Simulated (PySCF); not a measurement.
CdH₃NS, SMILES [NH2][Cd][SH].

Coordinates come from a B3LYP-D3(BJ)/def2-TZVP optimisation. The def2 effective core potentials stand for the cores of Cd; spin–orbit coupling is left out. One conformer was computed; it need not be the lowest.

These are PBE/def2-TZVPD in PySCF values and carry that method's errors.

Symmetry labels are those of the subgroup Cs that the program uses (full group Cs).

Computed valence orbital energies around the gap with their symmetry:
```csv
orbital,symmetry,energy (eV)
HOMO−7,A',-12.92
HOMO−6,A",-12.92
HOMO−5,A",-11.05
HOMO−4,A',-9.58
HOMO−3,A',-8.54
HOMO−2,A',-7.44
HOMO−1,A",-5.99
HOMO,A',-5.84
LUMO,A',-2.01
LUMO+1,A',-0.97
LUMO+2,A",-0.93
LUMO+3,A',-0.24
```
